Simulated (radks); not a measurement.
K+, configuration [Ne] 3s1.5 3p6 4s0.5 (fractional occupations, a model configuration).

All-electron calculation, non-relativistic Kohn-Sham, TPSS, spin-polarised, spherical densities, point nucleus; open shells are filled with parallel spins first; meta-GGA in the generalised Kohn-Sham scheme. Program: a radial shooting solver on a logarithmic mesh with Libxc functionals.

Energy parts (hartree):
| part | energy |
|---|---|
| total | -599.11271 |
| kinetic | 598.49066 |
| electron-nucleus | -1414.89962 |
| Hartree | 250.41075 |
| exchange-correlation | -33.11451 |

Orbitals (lengths in bohr, moments of r in powers of bohr; <r^-3> diverges for s and p1/2; r(90%) holds 90 % of the orbital's charge):
| orbital | occ. | eigenvalue (hartree) | <r^4> | <r^-3> | r(90%) | <r> |
|---|---|---|---|---|---|---|
| 1s up | 1 | -129.6024 | 0.0002042 | - | 0.145 | 0.08148 |
| 1s down | 1 | -129.5958 | 0.0002042 | - | 0.145 | 0.08148 |
| 2s up | 1 | -13.37496 | 0.05736 | - | 0.606 | 0.3892 |
| 2s down | 1 | -13.36834 | 0.05728 | - | 0.606 | 0.3892 |
| 2p up | 3 | -10.73381 | 0.04897 | 151.9 | 0.580 | 0.3512 |
| 2p down | 3 | -10.72694 | 0.04887 | 151.9 | 0.580 | 0.3512 |
| 3s up | 1 | -1.68884 | 5.354 | - | 1.88 | 1.254 |
| 3s down | 0.5 | -1.65683 | 5.431 | - | 1.89 | 1.258 |
| 3p up | 3 | -1.06725 | 9.094 | 14.91 | 2.14 | 1.388 |
| 3p down | 3 | -1.03950 | 9.274 | 14.76 | 2.15 | 1.394 |
| 4s up | 0.5 | -0.27582 | 519.8 | - | 5.93 | 4.016 |
| 3d up | 0 | -0.22639 | 151.4 | 0.6347 | 4.28 | 2.406 |
| 3d down | 0 | -0.20564 | 128.4 | 0.6373 | 4.11 | 2.354 |
| 4p up | 0 | -0.18493 | 1258 | 1.050 | 7.42 | 5.005 |

The highest occupied level is 4s up at -7.505 eV. Summed over all electrons, <r^2> = 26.85 bohr^2, which gives a Langevin (diamagnetic) susceptibility term of -21.3 x 10^-6 cm^3/mol. The electron density at the nucleus is 4535 e/bohr^3. Spin moment in Bohr magnetons: 1. The density falls to 0.001 e/bohr^3 at r = 3.81 bohr. The spin density at the nucleus is 11.51 e/bohr^3 (1s 0.18, 2s 0.08, 3s 10.32, 4s 0.93), a Fermi contact field of 603 T.
